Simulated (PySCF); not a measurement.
## Partial charges of `C[C@]1([SiH2]F)C[C@H](OC=O)C1`

Species: C6H11FO2Si.
Atom-mapped SMILES: `[CH3:1][C@:2]1([SiH2:3][F:4])[CH2:5][C@H:6]([O:7][CH:8]=[O:9])[CH2:10]1` (hydrogens: H11, H12, H13 on C1; H14, H15 on Si3; H16, H17 on C5; H18 on C6; H19 on C8; H20, H21 on C10)

Cartesian coordinates in Å at the GFN2-xTB level; atoms count from 1:
```
atom  x, y, z in Å
C1    -1.555    1.548    0.849
C2    -0.927    0.271    0.311
Si3   -2.224   -1.081   -0.029
F4    -1.438   -2.353   -0.626
C5     0.274   -0.246    1.140
C6     1.108   -0.313   -0.144
O7     2.376    0.343   -0.066
C8     3.465   -0.376   -0.246
O9     3.536   -1.547   -0.479
C10    0.036    0.492   -0.882
H11   -2.094    1.351    1.774
H12   -2.257    1.962    0.128
H13   -0.792    2.298    1.053
H14   -2.839   -1.560    1.200
H15   -3.147   -0.688   -1.082
H16    0.151   -1.187    1.672
H17    0.661    0.506    1.826
H18    1.252   -1.326   -0.527
H19    4.342    0.289   -0.148
H20    0.331    1.535   -0.992
H21   -0.266    0.100   -1.850
```

Density: PBE0/pcSseg-1 (PySCF); schemes: Mulliken, IAO, Hirshfeld and ESP-fitted. One conformer (not necessarily the lowest) at the GFN2-xTB geometry, without solvent, vibrations or thermal averaging.

Question: Atoms with like bonding are taken together and averaged. For which atoms does the sign change between the 4 schemes (beyond +0.03 e in one, beyond −0.03 e in another)?

Answer: C2.

Question: Which atoms carry the lowest charge in the Mulliken, IAO, Hirshfeld and ESP-fitted schemes?

Answer: The schemes don't all agree: Mulliken C2 (-0.841); IAO F4 (-0.543); Hirshfeld O9 (-0.256); ESP-fitted C1 (-0.559).

Question: What partial charge does each atom carry?

Answer: In e; atoms taken as equivalent share a row and are averaged (×n: the atom named and its like, n in all):

```
       atom                  environment  Mulliken     IAO  Hirshfeld  ESP-fitted
         C1                methyl carbon    -0.135  -0.414     -0.119      -0.559
         C2  sp3 carbon bound to silicon    -0.841  -0.247     -0.066      +0.258
        Si3       fluorine-bound silicon    +0.978  +1.076     +0.424      +0.621
         F4       silicon-bound fluorine    -0.433  -0.543     -0.200      -0.322
     C5/C10    four-membered-ring carbon    +0.004  -0.274     -0.077      -0.486
         C6   sp3 carbon bound to oxygen    -0.027  +0.071     +0.049      +0.704
         O7   ester single-bonded oxygen    -0.440  -0.336     -0.096      -0.522
         C8        ester carbonyl carbon    +0.427  +0.402     +0.174      +0.572
         O9        ester carbonyl oxygen    -0.407  -0.449     -0.256      -0.511
H11/H12/H13              methyl hydrogen    +0.117  +0.140     +0.042      +0.144
    H14/H15                Si–H hydrogen    -0.115  -0.143     -0.075      -0.121
    H16/H21           methylene hydrogen    +0.140  +0.138     +0.042      +0.109
    H17/H20           methylene hydrogen    +0.114  +0.147     +0.043      +0.153
        H18             methine hydrogen    +0.143  +0.162     +0.039      -0.022
        H19              formyl hydrogen    +0.097  +0.124     +0.058      +0.042
```

Mean size of the charges over all atoms: ESP-fitted 0.300 e, IAO 0.269 e, Mulliken 0.239 e, Hirshfeld 0.099 e. Each set sums to the total charge, 0, to within 0.001 e. The IAO scheme counts the electrons in orthogonalised intrinsic atomic orbitals, a minimal basis polarised so that it spans the occupied orbitals exactly.

Some averages cover members that differ in this geometry: H11/H12/H13, ESP-fitted +0.130 to +0.166 e.

Question: Sum the charges by element, for elements with more than one atom.

Answer: 
```
element  atoms  Mulliken     IAO  Hirshfeld  ESP-fitted
      C      6    -0.567  -0.737     -0.117      +0.004
      O      2    -0.847  -0.785     -0.352      -1.033
      H     11    +0.870  +0.989     +0.244      +0.732
```

Question: How many electrons does the IAO scheme count on O7?

Answer: Z − q = 8 − (-0.336) = 8.336.

Question: How closely do the schemes follow one another over all atoms?

Answer: Correlation coefficient and root-mean-square difference: IAO with Hirshfeld 0.98, 0.217 e; Mulliken with IAO 0.88, 0.174 e; Mulliken with Hirshfeld 0.86, 0.244 e; IAO with ESP-fitted 0.79, 0.232 e; Hirshfeld with ESP-fitted 0.79, 0.276 e; Mulliken with ESP-fitted 0.52, 0.353 e.
